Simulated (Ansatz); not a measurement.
Consider the cleavage of the B–Si bond: `OCB[SiH3]` + HBr → `OCBBr` + SiH₄.

Calculated with Ansatz (gas phase, PBE0-D4/def2-TZVP geometries, no zero-point term in ΔE). CCSD(T)/CBS is the MP2 limit (def2-TZVPP, def2-QZVPP) plus CCSD(T) − MP2 in def2-TZVPP, frozen cores. This one scheme is used for every species. Functionals use def2-TZVPP. For Br outer-core shells are correlated without core-valence functions, which leaves a few kJ/mol of doubt a bond. Scalar relativity is left out up to krypton. Each species was taken in one conformer, which may not be the lowest.

CCSD(T)/CBS gives -28.1 kcal/mol.

Problem. Another level gave -26.4 kcal/mol. Which?
A. SCS-MP2/def2-TZVPP
B. MP2/def2-TZVPP
C. PBE-D4/def2-TZVPP
D. ωB97M-V/def2-TZVPP

Solution. C. PBE-D4 -26.4, ωB97M-V -28.0, MP2/def2-TZVPP -30.4, SCS-MP2/def2-TZVPP -29.4 kcal/mol.

Problem. What do rigid-rotor, harmonic-oscillator terms from PBE0-D4/def2-TZVP frequencies (298.15 K, 1 bar) make of the CCSD(T)/CBS value? (Best estimate.)

Solution. The calculation gave: ΔZPE = +1.3 kcal/mol, ΔH = -27.4 kcal/mol, ΔS = -15 J/(mol·K), ΔG = -26.3 kcal/mol.

Largest T1 diagnostic among the species: 0.012.

Leaving LDA and LC-ωPBE aside and taking each functional with its dispersion term where it has one, the values, not all of them listed here, spread over 2.2 kcal/mol, from PBE-QIDH to revPBE-D4. LDA lies −1.0 kcal/mol from PBE without D4. From BLYP to BHLYP (50 % exact exchange), in def2-TZVPP and without D4, ΔE moves by −1.1 kcal/mol.
